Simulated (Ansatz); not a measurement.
A structure drawn as `OC(O)(F)N[SiH3]`, with this starting geometry:

Cartesian coordinates in Å:
```
O -0.9512 1.2885 -0.9610
C -0.6184 0.8370 0.2890
O -1.6505 0.0620 0.7221
F -0.6152 1.8271 1.1216
N 0.6475 0.2226 0.3517
Si 1.1262 -1.2700 -0.2529
H -0.9388 0.4974 -1.5129
H -2.0794 0.5924 1.3670
H 1.3320 0.9394 0.1312
H 2.5800 -1.3796 -0.0827
H 0.7471 -1.2477 -1.6655
H 0.4208 -2.3692 0.4924
```

Charge 0, multiplicity 1.

Question: Does it keep its bonds when Ansatz relaxes it at PBE-D4/def2-SVP and then PBE0-D4/def2-TZVP?

Answer: Yes, every drawn bond is still there and no new one forms.

Question: Give the relaxed structure. (Estimate.)

Answer: Ansatz gave: 
Z-matrix (Å, degrees):
```
C
O 1 1.377
F 1 1.379 2 108.2
O 1 1.381 2 113.5 3 -113.3
N 1 1.402 2 106.7 3 121.1
H 2 0.963 1 107.7 3 49.7
H 4 0.963 1 106.5 2 -68.9
Si 5 1.741 1 123.3 2 -28.2
H 5 1.008 1 112.2 2 177.5
H 8 1.482 5 111.3 1 74.1
H 8 1.486 5 104.0 1 -168.1
H 8 1.485 5 113.2 1 -49.3
```
No frequency check was run.

Atoms count as bonded under 1.1 times the sum of their covalent radii (H–H under 0.85 Å, pairs among N, O and F under 1.55 Å), and a drawn bond as lost past 1.3 times.
